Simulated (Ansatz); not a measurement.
F$_{2}$Si (SMILES F[Si]F), singlet, geometry from GFN2-xTB. Base run: PBE0/pcseg-1 (Ansatz, a program for electronic structure).

Geometry (Å):
```xyz
3

Si    -0.0369    -0.0176     0.6270
F      1.0011    -0.6328    -0.4487
F     -0.9438     0.6603    -0.5267
```
All else is at Ansatz's defaults.
Base energy -488.88730 Eh.

Each row names what was changed in the base input (with any setting that the change needs).

```json
[
 {"change": "base", "ΔE vs base (kcal/mol)": "0.000"},
 {"change": "lower_state_search = light", "ΔE vs base (kcal/mol)": "0.000"},
 {"change": "lower_state_search = full", "ΔE vs base (kcal/mol)": "0.000"},
 {"change": "final_grid = 6, 12, 29", "ΔE vs base (kcal/mol)": "-0.002"},
 {"change": "fitting.mean_field = cc-pVTZ-JKFIT", "ΔE vs base (kcal/mol)": "-0.002"},
 {"change": "final_grid = 4, 8, 17", "ΔE vs base (kcal/mol)": "-0.200"},
 {"change": "fitting.mean_field = def2-universal-JKFIT", "ΔE vs base (kcal/mol)": "-0.028"},
 {"change": "lower_state_search = off", "ΔE vs base (kcal/mol)": "0.000"},
 {"change": "point_charge = charge:-1.0 position_ang:0.0877, 4.1246, 0.8165", "ΔE vs base (kcal/mol)": "-5.50"},
 {"change": "accuracy = high", "ΔE vs base (kcal/mol)": "-0.001"},
 {"change": "final_grid = 10, 20, 41", "ΔE vs base (kcal/mol)": "0.000"}
]
```
